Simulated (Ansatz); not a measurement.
`C[SiH](C)[NH][GaH2]` + HBr → `C[SiH](C)Br` + `[NH2][GaH2]` at 400 K and 1 bar (ligand exchange at the Si–N bond).

Program: Ansatz. Geometries: PBE0-D4/def2-TZVP. ΔE: electronic, gas phase. CCSD(T)/CBS adds triple-zeta CCSD(T) − MP2 to the extrapolated MP2 energy (def2 sets, frozen cores). For Br, Ga outer-core shells are correlated without core-valence functions, which leaves a few kJ/mol of doubt a bond. Scalar relativity is left out up to krypton. One conformer a species, not always the lowest.

```tsv
species	CCSD(T)/CBS energy (Eh)	H − E (kJ/mol)	S (J/(mol·K))
`C[SiH](C)[NH][GaH2]`	-2349.91257	338.8	447.4
HBr	-2573.91920	27.6	207.2
`C[SiH](C)Br`	-2942.79434	251.7	380.7
`[NH2][GaH2]`	-1981.05479	122.4	284.4
```

H − E and S are ideal-gas, rigid-rotor, harmonic terms from PBE0-D4/def2-TZVP, for one conformer and one mirror image of each species. 1 Eh = 2625.50 kJ/mol, R = 8.31446 J/(mol·K).

By hand: ΔE, ΔH, ΔS and ΔG.

ΔE = (-2942.79434) + (-1981.05479) − (-2349.91257) − (-2573.91920) = -0.01736 Eh = -45.6 kJ/mol. Δ(H − E) = 251.7 + 122.4 − 338.8 − 27.6 = 7.7, so ΔH = -37.9 kJ/mol. ΔS = 380.7 + 284.4 − 447.4 − 207.2 = 10.5 J/(mol·K). ΔG = -37.9 − 400 × (10.5)/1000 = -42.1 kJ/mol.

By hand: the equilibrium constant, and the temperature at which ΔG would vanish if ΔH and ΔS stayed fixed.

log₁₀ K = −ΔG/(RT ln 10) = 5.5. ΔH and −TΔS have one sign here, so there is no such temperature.

The number of gas molecules stays the same, so ΔS is small and ΔH decides. A doubt of 5 kJ/mol in ΔE shifts log₁₀ K by 0.7 here. Other conformers and mirror images would add mixing entropy, several J/(mol·K) or more a flexible species. Modes under 60 cm⁻¹, often nearly free rotors, make the harmonic entropy too high. These are equilibria of isolated gas molecules and say nothing of rates. Largest T1 diagnostic: 0.014 (customary marks: 0.02 for closed shells, 0.045 for open ones).

ΔS is within the doubt of such terms, so its sign, and with it that verdict, could turn.
